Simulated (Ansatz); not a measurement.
Steps of a relaxation of CH6SSeSi, SMILES `S[SiH2]C[SeH]` with RKS PBE-D4/def2-SVP.

```sh
$ ansatz run in.yaml --threads 4 --pin off --events-out ev --progress --plain --max-ram 10444MiB
```

```yaml
crystal:
  periodic: [false, false, false]
  atoms:
    - {symbol: S, position_ang: [-1.184400, 2.283800, 0.384100]}
    - {symbol: Si, position_ang: [0.315100, 0.862700, 0.610500]}
    - {symbol: C, position_ang: [-0.231800, -0.725500, -0.226400]}
    - {symbol: Se, position_ang: [1.279200, -2.042400, -0.000600]}
    - {symbol: H, position_ang: [-1.141200, 2.261200, -1.048500]}
    - {symbol: H, position_ang: [0.548800, 0.640700, 2.042200]}
    - {symbol: H, position_ang: [1.583500, 1.361200, -0.006300]}
    - {symbol: H, position_ang: [-0.334800, -0.526400, -1.299300]}
    - {symbol: H, position_ang: [-1.130100, -1.080200, 0.298000]}
    - {symbol: H, position_ang: [0.378700, -3.086200, -0.750700]}
basis:
  gaussian: {orbitals: def2-SVP}
hamiltonian: {xc: pbe, dispersion: d4}
relax: {f_tol: 0.03, max_steps: 200}
```

Positions (Å) and forces (eV/Å) along the path, 5 of 5 steps:

```xyz
10
step=1 energy=-85163.1106 eV
S    -1.184    2.284    0.384   -1.163    1.133   -1.382
Si    0.315    0.863    0.611    0.863   -0.495   -0.495
C    -0.232   -0.726   -0.226    1.249    0.042    0.620
Se    1.279   -2.042   -0.001   -1.535   -0.887   -0.923
H    -1.141    2.261   -1.048    0.004    0.010    1.454
H     0.549    0.641    2.042   -0.027   -0.020    0.641
H     1.583    1.361   -0.006    0.214   -0.062   -0.078
H    -0.335   -0.526   -1.299   -0.398   -0.129   -0.304
H    -1.130   -1.080    0.298   -0.293   -0.224   -0.229
H     0.379   -3.086   -0.751    1.086    0.632    0.697
10
step=2 energy=-85163.3621 eV
S    -1.243    2.391    0.404    0.060   -0.083   -0.702
Si    0.317    0.916    0.587    0.352   -0.161    0.175
C    -0.190   -0.714   -0.218    0.220   -0.610   -0.097
Se    1.204   -2.147   -0.057    0.110    0.201    0.121
H    -1.156    2.334   -0.981   -0.134    0.145    0.541
H     0.500    0.713    2.054    0.004    0.028    0.158
H     1.624    1.356   -0.015   -0.046    0.095   -0.034
H    -0.348   -0.552   -1.300   -0.244    0.025   -0.070
H    -1.101   -1.093    0.277   -0.197    0.072   -0.127
H     0.475   -3.255   -0.749   -0.125    0.288    0.036
10
step=3 energy=-85163.4123 eV
S    -1.229    2.364    0.383    0.010   -0.009   -0.186
Si    0.340    0.886    0.595    0.028    0.044   -0.042
C    -0.194   -0.732   -0.225    0.230   -0.290    0.014
Se    1.223   -2.124   -0.038   -0.038    0.140    0.026
H    -1.180    2.364   -0.989    0.011    0.010    0.223
H     0.511    0.699    2.073   -0.012    0.027    0.012
H     1.635    1.351   -0.018   -0.024   -0.002    0.015
H    -0.372   -0.560   -1.304   -0.082    0.012   -0.015
H    -1.120   -1.098    0.258   -0.073    0.029   -0.040
H     0.469   -3.201   -0.733   -0.051    0.038   -0.008
10
step=4 energy=-85163.4180 eV
S    -1.235    2.357    0.386    0.025   -0.030   -0.053
Si    0.338    0.881    0.587   -0.027    0.012    0.006
C    -0.182   -0.753   -0.225   -0.086    0.066   -0.005
Se    1.227   -2.117   -0.036    0.087   -0.091    0.008
H    -1.165    2.391   -0.977    0.003    0.015    0.049
H     0.503    0.708    2.068    0.007    0.002   -0.004
H     1.631    1.351   -0.024   -0.013    0.004    0.001
H    -0.378   -0.574   -1.303   -0.014    0.000    0.008
H    -1.116   -1.108    0.254    0.010    0.025   -0.013
H     0.460   -3.187   -0.727    0.009   -0.003    0.004
10
step=5 energy=-85163.4197 eV
S    -1.262    2.335    0.387    0.015    0.015   -0.021
Si    0.326    0.877    0.580   -0.011   -0.016   -0.008
C    -0.186   -0.761   -0.226   -0.001   -0.017   -0.002
Se    1.238   -2.123   -0.032   -0.003   -0.003    0.001
H    -1.113    2.466   -0.962   -0.007    0.001    0.020
H     0.507    0.701    2.059    0.001    0.000   -0.003
H     1.605    1.365   -0.045   -0.007    0.010    0.005
H    -0.389   -0.594   -1.303    0.000    0.010    0.005
H    -1.117   -1.117    0.259    0.009   -0.001    0.000
H     0.473   -3.202   -0.713    0.003    0.000    0.002
```

It took 7.5 s on 4 threads of an Arm Neoverse V1 on a shared host, with 0.17 GiB of host memory at the peak.
